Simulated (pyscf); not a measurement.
PySCF, gas phase, ωB97X-D3(BJ)/def2-SVP geometries. Singlets are restricted, triplets unrestricted.

Singlet (Å):
```xyz
10

C      0.7236    -0.0015     0.7082
C     -0.4390     0.0412    -0.2050
C     -0.7650     1.3751    -0.6537
O     -1.9985     1.5826    -1.2615
H      1.3510    -0.8957     0.5717
H      1.3482     0.9105     0.7984
H      0.2169    -0.1571     1.6842
H      0.0920     1.3477    -1.4037
H     -0.5262     2.2328     0.0087
H     -2.3421     0.6992    -1.4558
```

Triplet (Å):
```xyz
10

C      0.6287    -0.0809     0.8126
C      0.3338     0.4550    -0.5285
C     -0.5733     1.5366    -0.9693
O     -1.9246     1.3093    -0.5863
H      1.1849    -1.0311     0.7609
H      1.2335     0.6256     1.4160
H     -0.3122    -0.2669     1.3659
H     -0.4770     1.6942    -2.0619
H     -0.2876     2.4934    -0.4884
H     -2.1965     0.4743    -0.9859
```

Q: For these two minima of H₃C–C:–CH₂–OH (SMILES C[C]CO), which spin state lies lower at ωB97X-D3(BJ)/def2-TZVP, and by how much (electronic energies)?

A: The singlet, by 6.7 kcal/mol. r²SCAN puts the other state lower. Zero-point energy shifts E(triplet) − E(singlet) by +0.9 kcal/mol. The 7 functionals that were run give -1.7 (r²SCAN) to +8.7 kcal/mol (ωB97M-D3(BJ)). H₃C–C:–CH₂–OH [singlet] lies 72.6 kcal/mol over its isomer H₂C=C(CH₃)–OH, and others may lie lower still (electronic energy, ωB97M-D3(BJ)). 

E(triplet) − E(singlet) by level (kcal/mol):

| level | gap |
|---|---|
| ωB97X-D3(BJ)/def2-TZVP | +6.7 |
| PBE/def2-TZVP | +4.4 |
| r²SCAN/def2-TZVP | -1.7 |
| B3LYP-D3(BJ)/def2-TZVP | +4.9 |
| PBE0-D3(BJ)/def2-TZVP | +1.3 |
| M06-2X/def2-TZVP | +3.2 |
| ωB97M-D3(BJ)/def2-TZVP | +8.7 |
| HF/def2-TZVP | -15.7 |

The triplet is the lowest one reached from the SCF start used.
